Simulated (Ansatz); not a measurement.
System: sum formula GaClF2 (charge 0, singlet). SMILES: [F][Ga]([F])[Cl]
Geometry: optimised at B3LYP-D3(BJ)/def2-TZVP (Ansatz, a quantum-chemistry and plane-wave program).

Parts of the frozen-core correlation energy in def2-QZVPPD (Ansatz, hartree). Frozen orbitals: 21; correlated occupied orbitals by spin: 12 and 12; virtual: 273 and 273. Spin-orbit coupling is left out. Non-relativistic.

```json
[
 {"term": "reference (HF)", "value": "-2581.94066"},
 {"term": "MP2 opposite-spin", "value": "-0.62928"},
 {"term": "MP2 same-spin", "value": "-0.21126"},
 {"term": "CCSD correlation", "value": "-0.84706"},
 {"term": "(T)", "value": "-0.03131"},
 {"term": "T1 diagnostic", "value": "0.012"},
 {"term": "largest doubles amplitude", "value": "0.016"}
]
```
